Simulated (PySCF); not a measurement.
Working out the ionisation energy of Ne²⁺

Ne²⁺ [He] 2s2 2p4 (3P) → Ne³⁺ [He] 2s2 2p3 (4S). Computed with PySCF 2.14 in aug-cc-pVQZ (6s5p4d3f2g, 80 functions), with the non-relativistic Hamiltonian (point nucleus). Frozen: 1s2. Energies in hartree (1 hartree = 27.21139 eV):

| part | Ne²⁺ (lower) | Ne³⁺ (upper) |
| --- | --- | --- |
| UHF | -126.378158 | -124.105685 |
| MP2 opposite-spin | -0.123728 | -0.080055 |
| MP2 same-spin | -0.037782 | -0.032203 |

**Question.** What does Hartree-Fock give?

**Answer.** (-124.105685) − (-126.378158) = 2.272473 hartree = 61.837 eV.

**Question.** What do MP2 and SCS-MP2 (6/5 opposite-spin, 1/3 same-spin) give?

**Answer.** The opposite-spin parts differ by 1.188 eV and the same-spin parts by 0.152 eV. MP2: 61.837 + (1.188) + (0.152) = 63.177 eV. SCS-MP2: 61.837 + 1.2 × (1.188) + (0.152)/3 = 63.313 eV.

A first-order spin-orbit estimate adds 0.037 eV to MP2 (valence), giving 63.214 eV against 63.423 eV (measured; NIST Atomic Spectra Database, ionization energies).

What remains against the reference includes basis incompleteness, the frozen core and correlation beyond second order.
